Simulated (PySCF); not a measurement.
**Zr²⁺: ionisation energy**

Zr²⁺ [Kr] 4d2 (3F) → Zr³⁺ [Kr] 4d1 (2D), as a difference of total energies. Calculation: PySCF 2.14, in aug-cc-pVTZ-DK (9s8p6d3f2g, 102 functions); scalar relativity by spin-free X2C-1e. Correlated levels: valence: [Kr] frozen. The calculations carry no spin-orbit coupling.

```tsv
method	ionisation energy (eV)
UHF	22.373
LDA	23.455
PBE	23.445
PBE0	23.383
r2SCAN	23.397
B3LYP	23.407
HSE06	23.373
PBEsol	23.375
MP2 (valence)	22.471
SCS-MP2 (valence)	22.406
```

Problem. How much does correlation contribute at MP2 (valence)?

Solution. 22.471 − (22.373) = 0.098 eV, measured against UHF.

A first-order spin-orbit estimate (lowest level to lowest level, LS coupling) adds 0.013 eV.

Errors of the correlated levels include the incompleteness of this basis and the frozen core.

For comparison: 23.170 eV (semi-empirical (NIST evaluation); NIST Atomic Spectra Database, ionization energies).
